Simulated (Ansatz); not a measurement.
This geometry of CH$_{6}$AsO (9 atoms, charge 1, multiplicity 1) is a first-order saddle point.

Level of theory: RKS PBE-D4/def2-SVP in Ansatz.

```xyz
9
Properties=species:S:1:pos:R:3
C -0.498 0.619 -0.985
O 0.514 -0.112 -0.188
As 0.339 -0.271 1.808
H 0.014 1.395 -1.580
H -1.000 -0.124 -1.632
H -1.216 1.089 -0.288
H 1.426 0.084 -0.492
H -0.873 -1.199 1.591
H 1.294 -1.481 1.765
```

Which two structures does it join? (They come from a converged band through this point; their orientation in space is the band's.)

No bond is made or broken. The dihedral H4–C1–O2–As3 goes from -174 to 62°.

Image 0:

```xyz
9
Properties=species:S:1:pos:R:3
C -0.440 0.893 -0.784
O 0.544 0.022 -0.113
As 0.012 -0.922 1.592
H 0.015 1.208 -1.741
H -1.328 0.265 -0.979
H -0.692 1.761 -0.145
H 1.408 0.485 -0.020
H -0.796 -1.918 0.737
H 1.277 -1.794 1.453
```

Image 8:

```xyz
9
Properties=species:S:1:pos:R:3
C -0.539 0.382 -1.051
O 0.514 -0.227 -0.216
As 0.542 0.155 1.769
H -0.472 1.486 -1.020
H -0.394 -0.006 -2.076
H -1.501 0.022 -0.645
H 1.399 -0.078 -0.620
H -0.824 -0.548 1.880
H 1.274 -1.186 1.979
```

How far does it lie above each of them?

1.3 kcal/mol above the first and 1.3 kcal/mol above the second. This is the barrier of this one path; another mechanism may lie lower.

The run took 120 s on 1 thread of Arm Neoverse V1 (shared host), peak memory 0.12 GiB.
